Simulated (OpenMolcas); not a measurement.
# 4s2 4p along the 31-electron sequence

```
Program             : OpenMolcas 26.06
Method              : RASSCF
Basis               : ANO-RCC-VQZP
Scalar Hamiltonian  : DKH2, point nucleus
Spin-orbit coupling : RASSI with atomic mean-field integrals over the reference wave functions, term energies averaged over their components
```

Active space for each ion: 1 electron in 9 orbitals (RAS2 4p; RAS3 4d 5s, at most 1 electron).

Computed levels in cm-1 above 2P* 1/2:

```json
{"Level": "2P* 3/2", "As2+": "2593", "Se3+": "3910", "Br4+": "5506", "Kr5+": "7398"}
{"Level": "weight of 2P* in the lowest level (%)", "As2+": "100", "Se3+": "100", "Br4+": "100", "Kr5+": "100"}
```

Measured, with the error of the calculation in %. Measured levels: As2+, Se3+, Br4+ from Moore, Atomic Energy Levels, vol. II, NSRDS-NBS 35 (1971 reprint of NBS Circular 467, 1952); Kr5+ from Saloman, J. Phys. Chem. Ref. Data 36, 215 (2007).

```json
{"Level": "2P* 3/2", "As2+": "2940 (-11.8)", "Se3+": "4376 (-10.6)", "Br4+": "6090 (-9.6)", "Kr5+": "8110 (-8.8)"}
```

The fine-structure level 2P* 3/2 changes by a factor of 2.85 from As2+ to Kr5+. Its fourth root runs 7.14, 7.91, 8.61, 9.27, with steps per unit of Z of 0.77, 0.71, 0.66; equal steps would mean a (Z - σ)^4 law with constant σ.

With one active electron the reference holds no correlation, so core polarisation is missing. Measured partners are found by configuration, term and J. A level has none where our copy of the source lacks it or the pairing is in doubt (some pairs that miss far off the trend of their configuration count as doubtful), and it then counts in no deviation. Only configurations of the active space appear.

* marks odd parity.
